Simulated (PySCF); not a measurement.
C₂HBN₂O₃. Atoms are numbered in the order given.

```xyz
9

B     -0.7732     0.0014     0.0000
N     -0.4253     1.3974     0.0000
C      0.4344     2.2470     0.0000
O      1.1959     3.1337     0.0000
N      0.2529    -0.9949     0.0000
C      0.6168    -2.1451     0.0000
O      1.0565    -3.2288     0.0000
O     -2.0726    -0.3814     0.0000
H     -2.6726     0.3760     0.0000
```
Charge 0, spin multiplicity 1.

Coordinates come from a r2SCAN-D4/def2-SVP optimisation. Other conformers were not sampled.

Vertical ionisation energy (IE) and electron affinity (EA) in eV. Rows of orbital energies are one-electron estimates. Where ΔSCF, EOM or ADC give a negative EA the extra electron is unbound and the value depends on the basis.

| level | IE | EA |
|---|---|---|
| −ε(HOMO), −ε(LUMO), PBE0/def2-TZVP (PySCF) | 9.02 | 1.09 |
| −ε(HOMO), −ε(LUMO), PBE/def2-TZVP (PySCF) | ___ | ___ |

Question: Complete the blanks. (An estimate is asked for; the answer gives what the named calculation found.)

Answer: 
- −ε(HOMO), −ε(LUMO), PBE/def2-TZVP (PySCF), IE: 7.56
- −ε(HOMO), −ε(LUMO), PBE/def2-TZVP (PySCF), EA: 2.01
